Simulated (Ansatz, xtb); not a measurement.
# Relative energy of two isomers of C4H3F4N

Structure I is `N#CC[C@H](F)C(F)(F)F`, a singlet and structure II is `C[C@](F)(C#N)C(F)(F)F`, a singlet. Both are isolated molecules in the gas phase, relaxed with PBE-D3(BJ)/def2-SVP, each in the lowest conformer that the search found.

Quicker runs give these differences E(II) − E(I): GFN2-xTB +0.165 eV; HF/STO-3G +0.049 eV (at GFN2-xTB geometries); r2SCAN-D4/def2-SVP +0.110 eV (at GFN2-xTB geometries).

Q: Estimate E(II) − E(I) at the level CCSD(T)/def2-SVP + ΔMP2/def2-TZVPP.

A: Calculated at CCSD(T)/def2-SVP + ΔMP2/def2-TZVPP: E(II) − E(I) = +0.148 eV, so structure I lies lower.

The same difference at several levels:

| level | geometry | E(II) − E(I) (eV) | departure from the last row (eV) | job, with rough time for the two |
| --- | --- | --- | --- | --- |
| GFN2-xTB | GFN2-xTB | +0.165 | +0.017 | optimisation, 0.092 s |
| HF/STO-3G | GFN2-xTB | +0.049 | −0.099 | single point, 0.32 s |
| r2SCAN-D4/def2-SVP | GFN2-xTB | +0.110 | −0.038 | single point, 3.2 s |
| PBE-D3(BJ)/def2-SVP | PBE-D3(BJ)/def2-SVP | +0.128 | −0.020 | optimisation, 17 s |
| HF/def2-SVP | PBE-D3(BJ)/def2-SVP | +0.259 | +0.112 | part of the CCSD(T) run |
| MP2/def2-SVP | PBE-D3(BJ)/def2-SVP | +0.081 | −0.067 | part of the CCSD(T) run |
| CCSD(T)/def2-SVP | PBE-D3(BJ)/def2-SVP | +0.092 | −0.056 | single point |
| CCSD(T)/def2-SVP + ΔMP2/def2-TZVPP | PBE-D3(BJ)/def2-SVP | +0.148 |  | single point, 84 s |

As drawn, both hold the same kinds of bond in the same numbers. Structure I has 0 methyl groups, II 1.

None of the levels shown reverses the order. The largest departure from CCSD(T)/def2-SVP + ΔMP2/def2-TZVPP is that of HF/def2-SVP, 0.112 eV. The last row adds to CCSD(T) the change of the MP2 difference between the two basis sets, here +0.056 eV.

With thermal terms from frequencies at re-optimised GFN2-xTB minima (ideal gas, soft modes damped towards free rotors, one conformer each, 298.15 K, 1 atm): the zero-point term adds −0.015 eV; ΔH is +0.141 and ΔG +0.144 eV.

The correlated steps freeze 9 core orbitals. Codes used: Ansatz 0.2.0, xtb 6.7.1; the last row on 4 threads of Arm Neoverse V2 on a shared host.
